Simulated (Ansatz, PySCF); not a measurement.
Lewis adduct: GaH3 (SMILES [GaH3]) (first 4 atoms) with CH4O (SMILES CO); geometry from B3LYP-D3(BJ)/def2-TZVP.
(charge 0, multiplicity 1):
```xyz
10

Ga    -0.060    -0.851     0.703
H     -1.292     0.028     0.267
H     -0.346    -2.203     1.477
H      1.332    -0.687    -0.022
C     -0.380     0.267     3.589
O      0.501     0.314     2.451
H     -0.452    -0.748     3.982
H     -1.354     0.587     3.230
H     -0.030     0.954     4.359
H      1.399     0.082     2.717
```

Counterpoise-corrected where a basis set is named; no monomer relaxation. Rows marked so take none.

Rows in 3-21G, 6-31G* carry no dispersion term and start afresh at each structure (6-31G* with six Cartesian d functions); the Pople sets are all-electron and without relativity.

Codes used: Ansatz (a program for electronic structure) with Gaussian orbitals; PySCF for 3-21G rows, 6-31G* rows, the dispersion terms. Values without a source in brackets are computed.

Q: One of these levels gives -20.06 kcal/mol for the interaction energy. Which?
A) r2SCAN-D4/def2-TZVPPD
B) HF/6-31G* (no counterpoise)
C) B3LYP/3-21G (no counterpoise)
D) BLYP-D3(BJ)/def2-TZVPPD

A: A, r2SCAN-D4/def2-TZVPPD. The others give -17.68 (HF/6-31G* (no counterpoise)), -16.13 (BLYP-D3(BJ)/def2-TZVPPD), -34.45 (B3LYP/3-21G (no counterpoise))
